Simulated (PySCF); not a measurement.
Precursor series Zr Cl-H. All species are isolated molecules in the gas phase. In the def2 sets, heavy atoms carry core potentials. All members: neutral, multiplicity 1. Level: B3LYP-D3(BJ)/def2-TZVP // r2SCAN-D4/def2-SVP (PySCF), beside PBE-D3(BJ)/def2-TZVP // r2SCAN-D4/def2-SVP (PySCF) at the same geometries. B3LYP has the VWN-RPA correlation part, as in Gaussian.  Orbital energies are measured against the vacuum level.

| species | HOMO, PBE (eV) | HOMO, B3LYP-D3(BJ) (eV) |
|---|---|---|
| [Zr(Cl)4] | -8.34 | -9.43 |
| [Zr(Cl)3(H)] | -7.79 | withheld |
| [Zr(Cl)2(H)2] | -7.46 | -8.66 |
| [Zr(Cl)(H)3] | -7.31 | -8.48 |
| [Zr(H)4] | -7.21 | -8.34 |

Question: Fit y = a + b·x, y being the HOMO at the first level, to the 4 complete rows by least squares, with x = the PBE value in eV. Give a, b and the rms residual, and predict the withheld value.

Answer: Means of the 4 rows: x̄ = -7.58, ȳ = -8.7275 eV. Σ(x − x̄)² = 0.8018 and Σ(x − x̄)(y − ȳ) = 0.7522, so b = 0.938 and a = ȳ − b·x̄ = -1.617 eV. The rms residual is 0.031 eV. At x = -7.79 the line gives -8.92 eV. The run for [Zr(Cl)3(H)] gave -9.00 eV, so the line is off by 0.08 eV, more than twice the rms residual.

Codes: PySCF.
